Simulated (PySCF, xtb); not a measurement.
C3H7BN2, SMILES C=C=CB(N)N.

Geometry: PBE0-D3(BJ)/def2-SVP. This is a generated structure with no PubChem entry under its InChIKey; it may be hypothetical. Other conformers were not sampled.

Calculation: C-PCM-M06-2X/def2-SVP run with PySCF.

The values are the electrostatic part of the solvation free energy, E(continuum) − E(gas) at the gas-phase geometry, in a cavity of scaled van der Waals radii (PySCF's table); cavitation and dispersion terms are not included. In vacuum the orbital gap is 9.12 eV. The dipole moment in vacuum is 1.49 D.

Computed values in water (ε = 78.36), chloroform (ε = 4.71), benzene (ε = 2.27):
| solvent | ε | ΔG(elec) (kcal/mol) | dipole (D) | gap (eV) |
|---|---|---|---|---|
| water | 78.36 | -6.2 | 1.77 | 8.97 |
| chloroform | 4.71 | -4.8 | 1.70 | 9.01 |
| benzene | 2.27 | -3.3 | 1.64 | 9.05 |

For comparison, GFN2-xTB/ALPB(water) (xtb, at the GFN2-xTB geometry, all terms of that model) gives -4.7 kcal/mol.
